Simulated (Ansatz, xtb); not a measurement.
# Relative energy of two isomers of C4H6OSeSi

We compare I, `[SeH][SiH2]c1ccco1`, a singlet, with II, `C=C1[SiH2]OC=C[Se]1`, a singlet. Both are isolated molecules in the gas phase, relaxed with B3LYP-D3(BJ)/def2-SVP, each in the lowest conformer that the search found.

Estimate which is lower in electronic energy at CCSD(T)/def2-SVP + ΔMP2/def2-TZVPP, and by roughly how much.

The CCSD(T)/def2-SVP + ΔMP2/def2-TZVPP calculation puts structure I lower, by 4.0 kcal/mol.

The same difference at several levels:

| level | geometry | E(II) − E(I) (kcal/mol) | departure from the last row (kcal/mol) | job, with rough time for the two |
| --- | --- | --- | --- | --- |
| GFN2-xTB | GFN2-xTB | +14.5 | +10.5 | optimisation, 0.46 s |
| HF/STO-3G | GFN2-xTB | +26.8 | +22.9 | single point, 0.56 s |
| r2SCAN-D4/def2-SVP | GFN2-xTB | +13.7 | +9.7 | single point, 4.5 s |
| B3LYP-D3(BJ)/def2-SVP | B3LYP-D3(BJ)/def2-SVP | +10.0 | +6.0 | optimisation, 81 s |
| HF/def2-SVP | B3LYP-D3(BJ)/def2-SVP | +10.3 | +6.4 | part of the CCSD(T) run |
| MP2/def2-SVP | B3LYP-D3(BJ)/def2-SVP | +15.4 | +11.4 | part of the CCSD(T) run |
| CCSD(T)/def2-SVP | B3LYP-D3(BJ)/def2-SVP | +12.5 | +8.5 | single point |
| CCSD(T)/def2-SVP + ΔMP2/def2-TZVPP | B3LYP-D3(BJ)/def2-SVP | +4.0 |  | single point, 1.8 min |

As drawn, II has 2 C=C, 1 O–Si, 1 C–O, 2 C–Se, 1 C–H in place of 1 Se–Si, 3 C∷C, 2 C∷O, 1 Se–H (∷ is an aromatic bond). Structure I has a 5-membered ring (with an aromatic ring), II a 6-membered ring.

The levels shown agree on the order. The largest departure from CCSD(T)/def2-SVP + ΔMP2/def2-TZVPP is that of HF/STO-3G, 22.9 kcal/mol. The last row adds to CCSD(T) the change of the MP2 difference between the two basis sets, here −8.5 kcal/mol, a large step that makes the value less sure.

With thermal terms from frequencies at re-optimised GFN2-xTB minima (ideal gas, soft modes damped towards free rotors, one conformer each, 298.15 K, 1 atm): on the last row, ΔE + ΔZPE = +4.8, ΔH = +4.7, ΔG = +5.5 kcal/mol.

The correlated steps freeze 19 core orbitals; the filled d shell of Se is correlated, in a basis made for valence electrons. Run with Ansatz 0.2.0, xtb 6.7.1; the last row on 4 threads of Arm Neoverse V1 on a shared host.
